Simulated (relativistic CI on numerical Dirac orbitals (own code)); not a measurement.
## Level scheme of Tm¹⁰⁺

These numbers are calculated, not measured: Dirac-Coulomb-Breit CI, orbitals from a KLI potential per configuration, model QED, unscaled Slater integrals (own radial code, finite nucleus).

CI space (outside the closed core [Ar] 3d10 4p6 4d10): 4s²4f¹¹5s², 4s²4f¹⁰5s²5p, 4s²4f¹¹5s5p, 4s²4f¹³, 4s²4f¹²5s, 4s²4f¹⁰5s²5d, 4s²4f¹²5p, 4s²4f¹¹5s6s, 4s4f¹³5s, 4s4f¹³5p, 4s4f¹⁴, 4s4f¹³6s, 4f¹³5s², 4f¹³5s5p, 4f¹⁴5s, 4f¹³5s6s. Double excitations out of closed p, d and f shells are left out; levels of such configurations are missing from the list, as are those of other unlisted configurations, and high levels can miss mixing partners.

| No. | Configuration | Term | J | E (cm⁻¹) | % | Landé g | Lifetime (s) |
| --- | --- | --- | --- | --- | --- | --- | --- |
| 1 | 4f¹⁰(5I)5p | ⁶H° | 15/2 | 0.0 | 53 | 1.269 |  |
| 2 | 4f¹⁰(5I)5p | ⁴K° | 17/2 | 4889.5 | 41 | 1.219 | 8.16e-01 |
| 3 | 4f¹⁰(5I)5p | ⁶H° | 13/2 | 7797.4 | 36 | 1.181 | 3.96e-02 |
| 4 | 4f¹⁰(5I)5p | ⁶K° | 15/2 | 12250.3 | 33 | 1.154 | 5.08e-02 |
| 5 | 4f¹⁰(5I)5p | ⁶I° | 11/2 | 13258.7 | 40 | 1.043 | 6.90e-02 |
| 6 | 4f¹⁰(5I)5p | ⁶I° | 9/2 | 17807.1 | 35 | 0.816 | 1.14e-01 |
| 7 | 4f¹⁰(5I)5p | ⁶K° | 13/2 | 18037.3 | 40 | 1.076 | 4.09e-02 |
| 8 | 4f¹⁰(5I)5p | ⁶K° | 11/2 | 21732.3 | 42 | 0.953 | 7.72e-02 |
| 9 | 4f¹⁰(5F)5p | ⁶D° | 9/2 | 23361.7 | 27 | 1.104 | 3.54e-01 |
| 10 | 4f¹⁰(5I)5p | ⁶I° | 7/2 | 23986.0 | 45 | 0.601 | 7.61e-02 |
| 11 | 4f¹⁰(5F)5p | ⁶D° | 9/2 | 24215.7 | 23 | 1.071 | 1.55e-01 |
| 12 | 4f¹⁰(5F)5p | ⁴G° | 11/2 | 28552.1 | 35 | 1.303 | 1.88e-01 |
| 13 | 4f¹⁰(5S)5p | ⁶P° | 3/2 | 28829.3 | 69 | 2.148 |  |
| 14 | 4f¹⁰(5F)5p | ⁶F° | 7/2 | 29087.0 | 32 | 1.358 | 1.65e-01 |
| 15 | 4f¹⁰(3K)5p | ⁴I° | 15/2 | 31784.7 | 38 | 1.131 | 6.84e-03 |
| 16 | 4f¹⁰(5F)5p | ⁶G° | 5/2 | 31808.4 | 49 | 1.022 | 7.29e-01 |
| 17 | 4f¹⁰(5S)5p | ⁴P° | 5/2 | 32435.4 | 28 | 1.519 | 1.35e+00 |
| 18 | 4f¹⁰(5F)5p | ⁶G° | 3/2 | 32830.6 | 51 | 0.506 | 1.55e+00 |
| 19 | 4f¹⁰(5F)5p | ⁶G° | 9/2 | 33021.9 | 41 | 1.270 | 1.29e-01 |
| 20 | 4f¹⁰(5G)5p | ⁶F° | 11/2 | 33574.4 | 39 | 1.327 | 3.56e-02 |
| 21 | 4f¹⁰(3K)5p | ²L° | 17/2 | 34094.1 | 30 | 1.080 | 1.93e-02 |
| 22 | 4f¹⁰(3G)5p | ⁴F° | 9/2 | 35395.4 | 28 | 1.257 | 3.26e-02 |
| 23 | 4f¹⁰(5F)5p | ⁶G° | 7/2 | 35477.1 | 41 | 1.224 | 2.08e-01 |
| 24 | 4f¹⁰(5F)5p | ⁴D° | 3/2 | 36395.0 | 21 | 0.936 | 4.01e-01 |
| 25 | 4f¹⁰(5G)5p | ⁴H° | 13/2 | 37669.2 | 30 | 1.165 | 2.28e-02 |
| 26 | 4f¹⁰(5S)5p | ⁶P° | 5/2 | 37793.6 | 22 | 1.421 | 7.61e-02 |
| 27 | 4f¹⁰(3H)5p | ⁴G° | 11/2 | 39470.6 | 36 | 1.171 | 1.09e-02 |
| 28 | 4f¹⁰(3K)5p | ⁴L° | 15/2 | 39501.1 | 44 | 0.989 | 2.38e-02 |
| 29 | 4f¹⁰(5G)5p | ⁶H° | 9/2 | 40908.3 | 31 | 1.132 | 1.47e-02 |
| 30 | 4f¹⁰(3K)5p | ⁴K° | 13/2 | 41326.2 | 27 | 1.012 | 1.12e-02 |
| 31 | 4f¹⁰(5F)5p | ⁴D° | 1/2 | 41383.2 | 44 | -0.072 | 4.30e-02 |
| 32 | 4s²4f¹⁰5s²5p | ⁴F° | 7/2 | 41482.1 | 22 | 1.083 | 2.79e-02 |
| 33 | 4f¹⁰(3L)5p | ⁴K° | 17/2 | 43882.2 | 58 | 1.129 | 1.76e-02 |
| 34 | 4f¹⁰(5G)5p | ⁴G° | 9/2 | 44091.6 | 22 | 1.151 | 1.56e-02 |
| 35 | 4f¹⁰(5G)5p | ⁶H° | 5/2 | 44159.0 | 40 | 0.645 | 3.24e-02 |
| 36 | 4f¹⁰(3L)5p | ²M° | 19/2 | 44449.5 | 35 | 1.074 | 1.72e-01 |
| 37 | 4f¹⁰(3P)5p | ⁴D° | 3/2 | 44862.1 | 25 | 1.150 | 1.80e-02 |
| 38 | 4f¹⁰(5G)5p | ⁶H° | 7/2 | 45214.5 | 27 | 1.011 | 1.38e-02 |
| 39 | 4f¹⁰(3K)5p | ⁴L° | 13/2 | 45225.6 | 42 | 0.958 | 2.39e-02 |
| 40 | 4f¹⁰(5F)5p | ⁴G° | 11/2 | 45533.0 | 33 | 1.250 | 1.22e-02 |
| 41 | 4f¹⁰(3D)5p | ⁴F° | 5/2 | 45855.2 | 21 | 0.968 | 2.06e-02 |
| 42 | 4s²4f¹⁰5s²5p | ⁴I° | 11/2 | 46925.1 | 18 | 1.061 | 9.02e-03 |
| 43 | 4f¹⁰(3H)5p | ⁴H° | 13/2 | 47301.2 | 31 | 1.161 | 7.51e-03 |
| 44 | 4s²4f¹⁰5s²5p | ⁴F° | 7/2 | 47897.3 | 15 | 1.075 | 3.56e-02 |
| 45 | 4f¹⁰(1G)5p | ²H° | 9/2 | 47899.6 | 22 | 1.028 | 1.56e-02 |

Energies count from the lowest computed level; ° marks odd parity; lifetimes are radiative, by E1, M1, E2, M2, E3 decay to levels of this space only; some are left blank where a channel outside the calculation adds to the decay or the decay crosses a small, uncertain gap. Percentages are summed over parent terms; the parents shown are those of the largest component, closed shells are left out there.

The mean weight of the leading LS term, summed over parents, in these 45 levels is 35 %, and that of the leading jj configuration (from the same eigenvectors) 49 %, so jj coupling describes them better and the LS labels are nominal.

At this charge energies of transitions that change n are usually good to better than 1 %, and those within a shell (Δn = 0) to a few per cent. Terms inside the open d or f shell come out 10 to 20 % too wide with unscaled integrals. Levels and lines within the n = 5 or 6 shells can be off by up to 10 % or somewhat more, and those that change n by about 2 %, since core polarisation is missing. The computed lowest level isn't the tabulated ground level, which NIST ASD gives as 4f11 5s2 4I°15/2.

LS names give the leading component of a level, which can be under half, so a name can repeat, a term be missing and a line seem to break the LS rules.
